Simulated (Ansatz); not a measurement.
Species: C3H5N, charge 0, singlet. C3H5N (propa-1,2-dien-1-amine, SMILES C=C=CN).
B3LYP-D3(BJ)/def2-TZVP minimum from Ansatz (a quantum-chemistry and plane-wave program):
```xyz
9

C      1.9207    -0.0397     0.1128
C      0.6376    -0.2306    -0.0044
C     -0.6455    -0.4187    -0.1694
N     -1.6558     0.5509    -0.0384
H      2.5235     0.3267    -0.7142
H      2.4486    -0.2386     1.0415
H     -0.9992    -1.3891    -0.5034
H     -2.5059     0.1910     0.3714
H     -1.3532     1.3877     0.4396
```

Wanted: atomisation energy (electronic, to ground-state atoms), in kcal/mol. Radicals and triplets start from unrestricted determinants; spin-orbit coupling is neglected. CBS(X,Y): correlation extrapolated as X^-3, Hartree-Fock from the larger set. A bracket is a step between two methods taken in the basis named. The functionals are non-relativistic, so their misses hold any scalar relativity. 'core' is core correlation in cc-pwCVTZ, 'X2C' scalar relativity in cc-pVTZ-DK, both at CCSD(T). Where a partner has so few electrons that a lower coupled-cluster level is exact, that level stands in.

CCSD(T)/CBS(cc-pVTZ,cc-pVQZ) + [CCSDT(Q) - CCSD(T)]/cc-pVDZ + core + X2C (Ansatz) gives 873.1 kcal/mol.

Q: How far off this value is PBE/def2-TZVPD (Ansatz), in which direction, and which of these levels come nearer: B3LYP/def2-TZVPD, wB97M-V/def2-TZVPD, CCSD(T)/CBS(cc-pVTZ,cc-pVQZ) + core + X2C?

A: PBE gives 901.9 kcal/mol, 28.8 kcal/mol above it. Differences of the others: B3LYP/def2-TZVPD (Ansatz) 0.2; wB97M-V/def2-TZVPD (Ansatz) 1.8; CCSD(T)/CBS(cc-pVTZ,cc-pVQZ) + core + X2C (Ansatz) -0.9 kcal/mol. Nearer than PBE: B3LYP/def2-TZVPD, wB97M-V/def2-TZVPD, CCSD(T)/CBS(cc-pVTZ,cc-pVQZ) + core + X2C.
